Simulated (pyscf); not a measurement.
PySCF, gas phase, ωB97X-D3(BJ)/def2-SVP geometries.

### Question
For the elementary gas-phase step F–W(F)(=Se)=Se + H₂Se -> F–W(F)(=Se)(SeH)–SeH (singlet surface; H–Se broken, H–Se, Se–W formed), what barrier and reaction energy does ωB97M-D3(BJ)/def2-TZVP give, measured from the separated reactants?

### Answer
ΔE‡ = 17.4 kcal/mol, ΔE = -4.7 kcal/mol. Zero-point energy shifts the barrier by -0.6 kcal/mol. It is an addition across a multiple bond or ene-type step, with an imaginary mode of 786i cm⁻¹. On the reactant side the descent ends in an adduct with a Se–W contact, 16.2 kcal/mol under the separated species and 22.8 kcal/mol under the saddle at ωB97X-D3(BJ)/def2-TZVP. What is counted as formed (Se–W) is already present as a longer contact in the reactant adduct; forming that adduct is a step of its own. At ωB97X-D3(BJ)/def2-TZVP the barrier from the zero used here is 6.6 kcal/mol. This is the saddle that the search found; another between the same sides may lie lower. Elements up to Kr have no core potential and no relativistic terms here. Elements past Kr carry the def2 core potentials, without spin-orbit coupling.
